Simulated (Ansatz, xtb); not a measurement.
**Relative energy of two isomers of C2H7BOSi**

Structure I: `B/C=C/O[SiH3]`, a singlet. Structure II: `B1OCC[SiH2]1`, a singlet. Both are isolated molecules in the gas phase, relaxed with PBE-D3(BJ)/def2-SVP; the shapes shown needn't be the lowest conformers.

I (Å):

| atom | x (Å) | y (Å) | z (Å) |
| --- | --- | --- | --- |
| C | -1.5512 | -1.3813 | 0.3568 |
| C | -0.3725 | -0.7143 | 0.5625 |
| B | -1.9100 | -2.5655 | 1.2441 |
| O | 0.0998 | 0.3400 | -0.1171 |
| Si | -0.6906 | 1.1116 | -1.4361 |
| H | -1.1376 | -2.9020 | 2.1278 |
| H | -2.9475 | -3.1855 | 1.0948 |
| H | -2.2121 | -1.0314 | -0.4592 |
| H | 0.3206 | -1.0265 | 1.3656 |
| H | -0.8768 | 0.1335 | -2.5587 |
| H | -2.0137 | 1.6576 | -0.9860 |
| H | 0.2488 | 2.2083 | -1.8198 |

II (Å):

```xyz
12

C     0.0036    0.2100    0.4410
C    -0.5294   -1.2299    0.4203
B     1.9420   -0.7138   -0.7009
O     1.3950    0.2940    0.0246
Si    0.5124   -2.1424   -0.9143
H     3.0943   -0.5651   -1.0593
H    -0.5734    0.8610   -0.2502
H    -0.0440    0.6742    1.4472
H    -1.6232   -1.2485    0.2472
H    -0.3391   -1.7280    1.3945
H    -0.1759   -2.1484   -2.2585
H     0.8008   -3.5706   -0.5352
```

Quicker runs give these differences E(II) − E(I): GFN2-xTB +0.6 kcal/mol; HF/STO-3G −62.9 kcal/mol (at GFN2-xTB geometries); r2SCAN-D4/def2-SVP −24.0 kcal/mol (at GFN2-xTB geometries).

Q: Estimate E(II) − E(I) at the level CCSD(T)/def2-SVP + ΔMP2/def2-TZVPP.

A: Calculated at CCSD(T)/def2-SVP + ΔMP2/def2-TZVPP: E(II) − E(I) = −18.3 kcal/mol, so structure II lies lower.

The same difference at several levels:

```json
{"level": "GFN2-xTB", "geometry": "GFN2-xTB", "E(II) − E(I) (kcal/mol)": "+0.6", "departure from the last row (kcal/mol)": "+18.9", "job, with rough time for the two": "optimisation, 0.32 s"}
{"level": "HF/STO-3G", "geometry": "GFN2-xTB", "E(II) − E(I) (kcal/mol)": "−62.9", "departure from the last row (kcal/mol)": "−44.7", "job, with rough time for the two": "single point, 0.65 s"}
{"level": "r2SCAN-D4/def2-SVP", "geometry": "GFN2-xTB", "E(II) − E(I) (kcal/mol)": "−24.0", "departure from the last row (kcal/mol)": "−5.7", "job, with rough time for the two": "single point, 4.1 s"}
{"level": "PBE-D3(BJ)/def2-SVP", "geometry": "PBE-D3(BJ)/def2-SVP", "E(II) − E(I) (kcal/mol)": "−24.8", "departure from the last row (kcal/mol)": "−6.5", "job, with rough time for the two": "optimisation, 41 s"}
{"level": "HF/def2-SVP", "geometry": "PBE-D3(BJ)/def2-SVP", "E(II) − E(I) (kcal/mol)": "−13.2", "departure from the last row (kcal/mol)": "+5.1", "job, with rough time for the two": "part of the CCSD(T) run"}
{"level": "MP2/def2-SVP", "geometry": "PBE-D3(BJ)/def2-SVP", "E(II) − E(I) (kcal/mol)": "−21.1", "departure from the last row (kcal/mol)": "−2.8", "job, with rough time for the two": "part of the CCSD(T) run"}
{"level": "CCSD(T)/def2-SVP", "geometry": "PBE-D3(BJ)/def2-SVP", "E(II) − E(I) (kcal/mol)": "−21.6", "departure from the last row (kcal/mol)": "−3.3", "job, with rough time for the two": "single point"}
{"level": "CCSD(T)/def2-SVP + ΔMP2/def2-TZVPP", "geometry": "PBE-D3(BJ)/def2-SVP", "E(II) − E(I) (kcal/mol)": "−18.3", "departure from the last row (kcal/mol)": "", "job, with rough time for the two": "single point, 38 s"}
```

As drawn, II has 1 B–O, 1 C–C, 1 C–Si, 1 B–Si, 2 C–H in place of 1 C–B, 1 C=C, 1 O–Si, 1 B–H, 1 Si–H. Structure I has no ring, II a 5-membered ring.

GFN2-xTB puts the two in the other order. The largest departure from CCSD(T)/def2-SVP + ΔMP2/def2-TZVPP is that of HF/STO-3G, 44.7 kcal/mol. The last row adds to CCSD(T) the change of the MP2 difference between the two basis sets, here +3.3 kcal/mol, a large step that makes the value less sure.

With harmonic frequencies from PBE-D3(BJ)/def2-SVP (ideal gas, rigid rotor, one conformer each, 298.15 K, 1 atm): the zero-point term adds +3.9 kcal/mol; ΔH is −15.2 and ΔG −13.3 kcal/mol.

The correlated steps freeze 9 core orbitals. Mirror images aren't counted in ΔG. Codes used: Ansatz 0.2.0, xtb 6.7.1; the last row on 2 threads of Intel(R) Xeon(R) Processor @ 2.70GHz on a shared host.
